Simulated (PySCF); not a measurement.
Gas-phase reaction: 2 WF5OH + 2 O → 2 WO2F2 + H2 + 3 F2

Computed with PySCF and rigid-rotor harmonic-oscillator thermochemistry at 1 bar. † marks an energy on the PBE0/def2-TZVP geometry and frequencies; other levels use their own. MP2 and CCSD(T) freeze the core. Open shells (unrestricted): O (multiplicity 3); the rest are closed-shell singlets. Spin-orbit splitting is ignored; it lowers the true energy and changes the entropy of O. W: scalar-relativistic def2 core potential, no spin-orbit coupling. WF5OH, WO2F2: computed as isolated molecules; such fragments, hydroxides, amides, oligomers or adducts are transient or little studied in the gas. MP2 isn't extrapolated to the basis-set limit. CCSD(T) isn't extrapolated to the basis-set limit. Warning, large T1 diagnostic: WF5OH, WO2F2 (CCSD(T)/def2-SVP†).

```
level               ΔH°(298 K), kJ
------------------  --------------
CCSD(T)/def2-SVP†                ?
MP2/def2-SVP†                    ?
MP2/def2-TZVPP†                  ?
PBE/def2-TZVP†                 805
PBE0/def2-QZVP†                980
PBE0/def2-SVP†                1019
PBE0/def2-TZVP                   ?
r2SCAN/def2-TZVP†              993
LDA/def2-TZVP†                 876
ωB97X-V/def2-TZVP†             972
```

Question: Some entries are withheld; supply them.

Answer: 
- CCSD(T)/def2-SVP†, ΔH°(298 K), kJ: 968
- MP2/def2-SVP†, ΔH°(298 K), kJ: 875
- MP2/def2-TZVPP†, ΔH°(298 K), kJ: 826
- PBE0/def2-TZVP, ΔH°(298 K), kJ: 962
